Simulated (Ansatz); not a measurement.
Cost and result for the atomization energy of `[SiH2]N([SiH3])[SiH2]Cl` radical (12 atoms, 11 bonds).

```xyz
12

Si   -1.071    0.739   -1.447
N    -0.080    0.096   -0.164
Si   -0.860   -0.613    1.232
Si    1.627   -0.012   -0.345
Cl    2.218   -1.918   -0.844
H    -2.443    0.915   -0.885
H    -0.522    2.045   -1.914
H     0.191   -1.278    2.044
H    -1.875   -1.610    0.809
H    -1.530    0.439    2.038
H     2.306    0.317    0.926
H     2.039    0.881   -1.451
```

Total charge 0; spin multiplicity 2. The structure was optimised at the PBE0-D4/def2-TZVP level. It is one conformer, not always the lowest. Program: Ansatz. All runs use 3 threads of an AMD EPYC 7R13 on a shared host and a share of an NVIDIA H100 80 GB. Times are those of one run each, without the atoms' runs, and a repeat can differ threefold. Electronic energies, without spin–orbit coupling; frozen cores. CCSD(T)/CBS adds CCSD(T) − MP2 in def2-TZVPP to the MP2 limit, and its time is that of the two runs behind it. T1 = 0.013; ⟨S²⟩ of the reference is 0.75. B3LYP takes the VWN-RPA correlation (the form of Gaussian; ORCA's B3LYP/G). HSE06 is the plane-wave form, built on full-range PBE exchange.

CCSD(T)/CBS is a level of theory with its own doubt, some kJ/mol a heavy atom from the limit and from the frozen cores, so smaller differences don't rank the functionals.

```
                             level  functions  wall time  atomization (kcal/mol)  difference from CCSD(T)/CBS  per bond
                  CCSD(T)/def2-SVP        121      6.5 s                   815.5                        -74.6      -6.8
 B3LYP-D4/def2-TZVPP (with forces)        297      6.5 s                   889.0                         -1.1      -0.1
r2SCAN-D4/def2-TZVPP (with forces)        297        7 s                   889.0                         -1.1      -0.1
               HSE06-D4/def2-TZVPP        297        7 s                   879.5                        -10.6      -1.0
                ωB97X-V/def2-TZVPP        297        7 s                   897.5                          7.4       0.7
               PBE-QIDH/def2-TZVPP        297        8 s                   877.5                        -12.6      -1.1
               BHLYP-D4/def2-TZVPP        297       11 s                   878.0                        -12.1      -1.1
                BLYP-D4/def2-TZVPP        297       11 s                   880.7                         -9.4      -0.9
                    MP2/def2-QZVPP        547       23 s                   884.2                         -5.9      -0.5
            LDA (SPW92)/def2-TZVPP        297       24 s                   987.2                         97.1       8.8
   PBE-D4/def2-TZVPP (with forces)        297       32 s                   883.7                         -6.4      -0.6
                CCSD(T)/def2-TZVPP        297    5.7 min                   862.6                        -27.5      -2.5
                 CCSD(T)/CBS(def2)          –    6.1 min                   890.1                          0.0       0.0
```

The D4 term adds +15.4 kcal/mol with B3LYP and +8.1 kcal/mol with PBE0; it sums over pairs of atoms, weighted by their polarisabilities, and B3LYP, whose exchange is more repulsive, gets the larger term. From r2SCAN to r2SCAN0 (25 % exact exchange), in def2-TZVPP and without D4, the atomization energy moves by −8.5 kcal/mol: exact exchange takes away binding that semilocal exchange gives to molecules. In def2-TZVPP, CCSD(T) changes the Hartree–Fock value by +200.9 kcal/mol (the triples alone add +10.6 kcal/mol) and MP2 by +205.8 kcal/mol; breaking electron pairs costs correlation energy, which Hartree–Fock lacks.
